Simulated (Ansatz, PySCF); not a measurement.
Species: dichloroborane, sum formula BHCl2, net charge 0, singlet state. 
Geometry from a B3LYP-D3(BJ)/def2-TZVP (Ansatz, an electronic-structure program) optimisation:
SMILES: ClBCl
```xyz
4

B     -0.0163     0.7006    -0.0221
Cl     1.5184    -0.1227     0.0154
Cl    -1.5111    -0.1940    -0.0054
H     -0.0438     1.8813    -0.0594
```

Dipole moments at this geometry, in debye (magnitudes).

| level | program | dipole (D) |
|---|---|---|
| HF/def2-TZVPD | PySCF | 0.75 |
| TPSS/def2-TZVPD | PySCF | 0.45 |
| M06-L/def2-TZVPD | PySCF | 0.32 |
| B97M-V/def2-TZVPD | Ansatz | 0.43 |
| B3LYP/def2-TZVPD | Ansatz | 0.50 |
| PBE0/def2-TZVPD | Ansatz | 0.50 |
| BHLYP/def2-TZVPD | Ansatz | (withheld) |
| M06-2X/def2-TZVPD | PySCF | 0.59 |
| MN15/def2-TZVPD | PySCF | 0.54 |
| HSE06/def2-TZVPD | Ansatz | 0.50 |
| CAM-B3LYP/def2-TZVPD | Ansatz | 0.55 |
| wB97M-V/def2-TZVPD | Ansatz | 0.50 |
| wB97X-V/def2-TZVPD | Ansatz | 0.56 |
| CCSD(T)/aug-cc-pV(D+d)Z | Ansatz | (withheld) |

**Question.** Complete the blanks.

**Answer.** 
- BHLYP/def2-TZVPD, dipole (D): 0.61
- CCSD(T)/aug-cc-pV(D+d)Z, dipole (D): 0.52
